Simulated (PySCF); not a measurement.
Trends in electronic spectra. Computed with PySCF 2.14.0, density-fitted response routines, TDDFT B3LYP/def2-SVPD, vertical, gas phase, core orbitals frozen in the response. Geometries: GFN2-xTB; one conformer of each isolated species. Triplets are in the Tamm–Dancoff approximation. 'Strongest' means the level of largest summed f among the lowest 8 singlets; it needn't be the same kind of state in each.

Question: Rank by computed lowest triplet energy, lowest first.
A. `C=CCN[SiH2][SiH2]N`
B. `CC[C@H]([SiH3])S[SiH3]`
C. `ClC1=C(C2CC2)OC=P1`
D. `C=C[SiH2]O[SiH2]F`
E. `COCPC`
F. `Cc1c(nn(C=C)n1)F`

Answer: C (3.14 eV), F (3.42 eV), D (4.32 eV), A (4.47 eV), B (4.97 eV), E (5.14 eV).

```tsv
SMILES	T1 (eV)	f (strongest)	S1 (eV)	HOMO (eV)	α (au)	S1 mainly
Clc1pcoc1C1CC1	3.14	0.44	4.64	-6.41	108.9	H→L (86%)
C=Cn1nc(C)c(F)n1	3.42	0.45	5.02	-6.79	85.5	H→L (97%)
C=C[SiH2]O[SiH2]F	4.32	0.19	6.38	-7.87	76.9	H-1→L (86%)
C=CCN[SiH2][SiH2]N	4.47	0.06	4.89	-6.52	111.2	H→L (97%)
CC[C@H]([SiH3])S[SiH3]	4.97	0.03	5.27	-6.46	112.4	H→L (89%)
COCPC	5.14	0.10	5.77	-6.49	70.4	H→L (97%)
```

H and L stand for HOMO and LUMO.
